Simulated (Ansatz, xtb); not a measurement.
# Ranking isomers of H2NSeSi

5 gas-phase structures of H2NSeSi, found in a search over its isomers (lower ones may exist). Each was relaxed with GFN2-xTB:

A. `[H]/N=[Si]/[SeH]`, a doublet
B. `[H]/N=[Si]\[SeH]`, a doublet
C. `[H]/N=[SiH]\[Se]`, a doublet
D. `[SiH2]N=[Se]`, a doublet
E. `N[Si]=[Se]`, a doublet

Task: Which do you expect lowest at r2SCAN-D4/def2-SVP, and how would the others follow?

Result: Calculated order at r2SCAN-D4/def2-SVP: E (0.0), C (131.7), A (135.3), B (166.7), D (238.7) kJ/mol. Less than 1 kcal/mol parts C and A, so the order within that pair means little.

Energies above the lowest of each column, in kJ/mol; the last columns are at PBE-D3(BJ)/def2-SVP geometries and were run for some of them only (a dash: not run or not comparable):

| structure | GFN2-xTB | HF/STO-3G | r2SCAN-D4/def2-SVP | PBE-D3(BJ)/def2-SVP | CCSD(T)/def2-SVP |
| --- | --- | --- | --- | --- | --- |
| E | 0.0 | 0.0 | 0.0 | 0.0 | 0.0 |
| C | 27.3 | 67.7 | 131.7 | 121.7 | 142.5 |
| A | 99.1 | 109.7 | 135.3 | 124.2 | 133.3 |
| B | 113.6 | 171.9 | 166.7 | – | – |
| D | 87.1 | 181.5 | 238.7 | – | – |

Every level run on E puts it lowest or level with the lowest. CCSD(T)/def2-SVP orders those it was run on as E (0.0), A (133.3), C (142.5) kJ/mol. Flexible structures stand in one conformer each, not always the lowest. Frequencies (PBE-D3(BJ)/def2-SVP) were run for A, C, E alone. Open shells are spin-unrestricted, some with notable spin contamination. Large T1 diagnostics make some coupled-cluster values less sure.

Over these structures GFN2-xTB departs from r2SCAN-D4/def2-SVP by 47.1 kJ/mol on average once a common shift is removed. A GFN2-xTB relaxation took about 0.23 s and the r2SCAN-D4/def2-SVP energy about 4.2 s on a shared host (Ansatz 0.2.0, xtb 6.7.1).
